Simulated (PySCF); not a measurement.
## S⁺: ionisation energy

S⁺ [Ne] 3s2 3p3 (4S) → S²⁺ [Ne] 3s2 3p2 (3P), as a difference of total energies. Computed with PySCF 2.14 in aug-cc-pVDZ-DK (5s4p2d, 27 functions), with scalar relativity by spin-free X2C-1e. Correlated levels: valence: [Ne] frozen. The calculations carry no spin-orbit coupling.

| method | ionisation energy (eV) |
| --- | --- |
| UHF | 22.721 |
| LDA | 23.407 |
| PBE | 23.319 |
| r2SCAN | 23.522 |
| B97-3 | 23.181 |
| MN15 | 23.368 |
| HSE06 | 23.365 |
| MP2 (valence) | 23.172 |
| SCS-MP2 (valence) | 23.014 |

Task: Estimate what PBE0 gives.

Result: 23.379 eV, closest to MN15 among the rows shown.

Task: Estimate what BLYP gives.

Result: 23.034 eV, closest to SCS-MP2 (valence) among the rows shown.

A first-order spin-orbit estimate (lowest level to lowest level, LS coupling) adds -0.062 eV.

Errors of the correlated levels include the incompleteness of this basis and the frozen core.

For comparison: 23.338 eV (measured; NIST Atomic Spectra Database, ionization energies).
